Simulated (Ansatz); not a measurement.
Ansatz (an electronic-structure program) input (PBE/def2-TZVPD):

Ansatz 0.2 input:
```yaml
crystal:
  periodic: [false, false, false]
  atoms:
    - {symbol: Y, position_ang: [0.13155285, -0.13842045, 0.16777224]}
    - {symbol: O, position_ang: [1.06974557, 0.48290069, -1.37913829]}
    - {symbol: O, position_ang: [-1.71106570, 0.19189900, 0.56124862]}
basis:
  gaussian:
    orbitals: def2-TZVPD
hamiltonian:
  xc: {name: PBE}
magnetization: {spin_polarized: true, initial_magnetization: 1}
output: {forces: true}
```

Output:

```
Functional definition: PBE
integrals: 0.03 GiB planned
704 factors; their error is unknown
mean field: 0.38 GiB planned
mean field evaluation 1: about -5118.9096 eV, gradient 6.5e1 eV
mean field evaluation 2: about -4767.3906 eV, gradient 2.1e2 eV
mean field evaluation 4: about -5133.9421 eV, gradient 1.2e1 eV
mean field evaluation 8: about -5134.6351 eV, gradient 1.8e-1 eV
mean field evaluation 16: about -5134.6314 eV, gradient 3.0e-5 eV
mean field evaluation 32: about -5133.7401 eV, gradient 1.7e-1 eV
mean field evaluation 64: about -5134.6225 eV, gradient 1.5e0 eV
mean field -5134.63139508 eV, -188.6942233909 hartree, gradient 3.0e-5 eV, S^2 0.758816; 9 other end points of the search recorded, 0 dependent functions left out
the calculation of the forces begins
reference -5134.63143874 eV, -188.6942249956 hartree; 14, 13 occupied and 106, 107 virtual orbitals, 704 factors
Total energy: -5134.63143874 eV, -188.6942249956 hartree
Atom 0 at     0.131553    -0.138420     0.167772 Å, force     0.045405    -0.047775     0.057906 eV/Å
Atom 1 at     1.069746     0.482901    -1.379138 Å, force     0.001990     0.026471    -0.046183 eV/Å
Atom 2 at    -1.711066     0.191899     0.561249 Å, force    -0.047395     0.021304    -0.011723 eV/Å
Dipole moment:     0.659143    -0.693553     0.840619 e Å
```

The spin state was set by rule; other spins were not relaxed.
